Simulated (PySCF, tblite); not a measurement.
C₄H₁₁F₂NSi.
Z-matrix (Å and degrees, GFN2-xTB geometry), rows numbered from 1:
```
C 
C   1  1.5248
C   2  1.5281  1  111.17
N   3  1.4526  2  107.29  1   179.07
C   2  1.5249  1  112.26  3   121.09
Si  5  1.8963  2  113.83  1  -169.54
F   6  1.6124  5  114.40  2   -56.38
F   6  1.6287  5  101.03  2  -158.58
H   1  1.0883  2  110.41  3   -59.51
H   1  1.0872  2  110.34  3  -179.29
H   1  1.0886  2  110.80  3    60.63
H   2  1.0956  1  108.84  3  -118.73
H   3  1.0926  2  109.16  1    62.12
H   3  1.0982  2  110.94  1   -57.33
H   4  1.0137  3  110.76  2    72.52
H   4  1.0129  3  112.48  2  -165.83
H   5  1.0908  2  108.90  1   -47.94
H   5  1.0901  2  109.47  1    67.93
H   6  1.4456  5  124.69  2    91.96
```

Computed with PBE0/pcSseg-1 in PySCF (dipole) on a GFN2-xTB geometry, gas phase.

Take the most abundant isotopes and a rigid rotor. The values belong to one conformer with, in the numbering `[CH3:1][C@@H:2]([CH2:3][NH2:4])[CH2:5][SiH:6]([F:7])[F:8]`, C1–C2–C3–N4 179°, C2–C3–N4–H 73° and -166°, C1–C2–C5–Si6 -170°, C2–C5–Si6–F7 -56°.

(1) Give the principal moments of inertia and the rotational constants in GHz.

(2) Classify the top.

(3) What does the inertial defect say?

(4) Give the other two planar moments, Paa and Pbb, and the rms extents of the mass along the axes.

(5) Where do the levels up to J = 5 lie, in MHz?

(6) Which lines would a microwave search look for?

(7) Estimate the classical rotational partition function at 25 K, 298.15 K and 500 K.

Answers

(1) Ia = 185.61, Ib = 450.03, Ic = 552.34 u·Å²; 505379 MHz·u·Å²/I gives 2723, 1123 and 915.0 MHz, that is A = 2.7227, B = 1.1230, C = 0.9150 GHz.

(2) An asymmetric top. Ray's parameter κ = (2B − A − C)/(A − C) = -0.770; −1 is the prolate and +1 the oblate limit.

(3) Not planar: Δ = Ic − Ia − Ib = -83.31 u·Å². For a rigid frame Δ = −2 Σ m c², so Σ m c² = 41.65 u·Å² lies off the ab plane: 11.40 from hydrogen and 30.25 from heavier atoms. The atom farthest from that plane is 1.55 Å away.

(4) Paa = Σ m a² = (Ib + Ic − Ia)/2 = 408.38 and Pbb = Σ m b² = (Ia + Ic − Ib)/2 = 143.96 u·Å². With the mass M = 139.06 u, the rms extents √(P/M) along a, b and c are 1.71, 1.02, 0.55 Å.

(5) Above 0(0,0):
J = 1: 1(0,1) 2038, 1(1,1) 3638, 1(1,0) 3846
J = 2: 2(0,2) 6095, 2(1,2) 7506, 2(1,1) 8130, 2(2,1) 12929, 2(2,0) 12948
J = 3: 3(0,3) 12134, 3(1,3) 13296, 3(1,2) 14543, 3(2,2) 19043, 3(2,1) 19137, 3(3,1) 27573, 3(3,0) 27574
J = 4: 4(0,4) 20105, 4(1,4) 20997, 4(1,3) 23069, 4(2,3) 27180, 4(2,2) 27455, 4(3,2) 35760, 4(3,1) 35767, 4(4,1) 47655, 4(4,0) 47655
J = 5: 5(0,5) 29954, 5(1,5) 30594, 5(1,4) 33684, 5(2,4) 37327, 5(2,3) 37942, 5(3,3) 46004, 5(3,2) 46034, 5(4,2) 57887, 5(4,1) 57887, 5(5,1) 73181, 5(5,0) 73181
The levels of one J sum to (2J + 1)J(J + 1)(A + B + C)/3.

(6) The dipole components are |μa| = 4.91 D, |μb| = 2.54 D, |μc| = 0.95 D. The squared components, which scale the intensities, stand as 1.00 : 0.27 : 0.04 (a : b : c). Some lines, for components of 0.1 D or more:

| type | branch | J(Ka,Kc) | MHz | lower level (cm⁻¹) |
| --- | --- | --- | --- | --- |
| c | Q | 2(1,2) ← 2(0,2) | 1411 | 0.203 |
| b | R | 3(1,2) ← 2(2,1) | 1614 | 0.431 |
| b | Q | 1(1,0) ← 1(0,1) | 1808 | 0.068 |
| b | R | 2(0,2) ← 1(1,1) | 2457 | 0.121 |
| c | R | 1(1,0) ← 0(0,0) | 3846 | 0.000 |
| a | R | 2(1,2) ← 1(1,1) | 3868 | 0.121 |
| a | R | 2(1,1) ← 1(1,0) | 4284 | 0.128 |
| c | Q | 2(2,1) ← 2(1,1) | 4799 | 0.271 |
| a | R | 3(1,3) ← 2(1,2) | 5790 | 0.250 |
| b | Q | 3(3,0) ← 3(2,1) | 8437 | 0.638 |
| b | Q | 3(3,1) ← 3(2,2) | 8530 | 0.635 |
| b | R | 2(2,1) ← 1(1,0) | 9083 | 0.128 |
| c | R | 2(2,0) ← 1(1,0) | 9102 | 0.128 |
| c | R | 2(2,1) ← 1(1,1) | 9291 | 0.121 |
| b | R | 3(2,2) ← 2(1,1) | 10913 | 0.271 |
| c | R | 3(3,0) ← 2(2,0) | 14626 | 0.432 |

(7) Point group C1, symmetry number σ = 1; q = (√π/σ)·√((kT/h)³/(ABC)), k/h = 20836.6 MHz/K: 12600 at 25 K, 519000 at 298.15 K, 1130000 at 500 K.

Its GFN2-xTB frequencies are all real (lowest 62 cm⁻¹). These are rigid-rotor constants of the computed structure; measured ground-state constants (B0) also hold zero-point vibration. A rigid rotor knows nothing of inversion at nitrogen or internal rotation, which can split or shift real lines. Quadrupole hyperfine structure (14N) is left out.
